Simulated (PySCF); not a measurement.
SMILES [PH4+] (H4P (cation, charge +1)) (CAM-B3LYP/def2-SVP optimised geometry):

```
5

P     -0.469    -0.331     0.000
H     -0.937    -0.994    -1.148
H     -0.937    -0.994     1.148
H     -0.937     0.994     0.000
H      0.937    -0.331     0.000
```

Calculation: CAM-B3LYP/def2-TZVP in PySCF.

### Question
What are the frontier orbital energies?

### Answer
HOMO-2 -20.60 eV, HOMO-1 -20.60 eV, HOMO -20.60 eV, LUMO -4.92 eV, LUMO+1 -4.92 eV.

On the same geometry PBE/def2-TZVP (PySCF) gives HOMO-2 -17.71 eV, HOMO-1 -17.71 eV, HOMO -17.71 eV, LUMO -7.12 eV, LUMO+1 -7.12 eV.

Meta-Löwdin charges at CAM-B3LYP/def2-TZVP: P1 0.57, H2 0.11, H3 0.11, H4 0.11, H5 0.11.
